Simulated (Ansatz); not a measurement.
Start from `C=C[SiH2]O[SiH](F)F` and change one atom or group to get `F[SiH](F)[O][GeH3]`.

Ansatz, PBE0-D4/def2-TZVP geometries, multiplicity 1. Each molecule was computed in one conformer, which needn't be the lowest.

Scalar relativity is left out up to krypton.

| property | `C=C[SiH2]O[SiH](F)F` |
| --- | --- |
| size of the dipole moment (PBE/def2-TZVPP) / D | 1.34 |
| LUMO energy (ωB97M-V/def2-TZVPP) / eV | 1.47 |
| LUMO energy (PBE/def2-TZVPP) / eV | -1.66 |
| LUMO energy (B3LYP/def2-TZVPP) / eV | -0.86 |
| size of the dipole moment (ωB97M-V/def2-TZVPP) / D | 1.35 |
| HOMO–LUMO gap (ωB97M-V/def2-TZVPP) / eV | 11.87 |

Problem. What does the change do to each property? (An estimate is asked.)

Solution. Ansatz gave: 
```csv
property,`F[SiH](F)[O][GeH3]`,shift
size of the dipole moment (PBE/def2-TZVPP) / D,2.10,0.76
LUMO energy (ωB97M-V/def2-TZVPP) / eV,1.65,0.18
LUMO energy (PBE/def2-TZVPP) / eV,-1.06,0.60
LUMO energy (B3LYP/def2-TZVPP) / eV,-0.42,0.44
size of the dipole moment (ωB97M-V/def2-TZVPP) / D,2.20,0.85
HOMO–LUMO gap (ωB97M-V/def2-TZVPP) / eV,13.34,1.47
```

With PBE0 the HOMO falls by 1.22 eV and the LUMO rises by 0.47 eV, so the gap widens by about 1.69 eV. PBE moves the HOMO by -0.83 eV and ωB97M-V by -1.29 eV. Dipoles are sizes alone; their direction can turn.

B3LYP here is the variant with VWN-RPA as its local correlation; programs differ in this.
